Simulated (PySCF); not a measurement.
**Te⁺ (tellurium, charge +1) across methods**

[Kr] 4d10 5s2 5p2 6s1, high-spin 4P determinant (an excited configuration). All numbers are calculated (PySCF 2.14, scalar relativity through the core potential, in aug-cc-pVTZ-PP with ECP28MDF).

```csv
method,E (hartree),mean ε 5s β (eV),mean ε 5p α (eV),mean ε 6s α (eV),Σ⟨r²⟩ (bohr²),⟨S²⟩
B97-3,-267.3499,-26.928,-18.495,-7.228,65.52,3.752
wB97X,-267.3223,-29.939,-20.799,-8.344,66.57,3.752
LDA,-266.8885,-26.396,-17.376,-6.990,64.62,3.751
PBE0,-267.3025,-26.844,-18.540,-7.299,64.72,3.752
PBE,-267.2898,-25.738,-17.184,-6.860,63.80,3.751
PBEsol,-267.0158,-25.782,-17.196,-6.826,63.55,3.751
UHF,-266.34733,-28.831,-21.802,-8.188,68.07,3.758
```

Estimate the same row for r2SCAN0.

E (hartree) = -267.3582; mean ε 5s β (eV) = -26.985; mean ε 5p α (eV) = -18.892; mean ε 6s α (eV) = -7.252; Σ⟨r²⟩ (bohr²) = 65.14; ⟨S²⟩ = 3.754.

Energies and moments cover only the electrons outside the core potential. The outer electron is Rydberg-like, and this basis confines it to a smaller radius and binds it less than a complete one would.
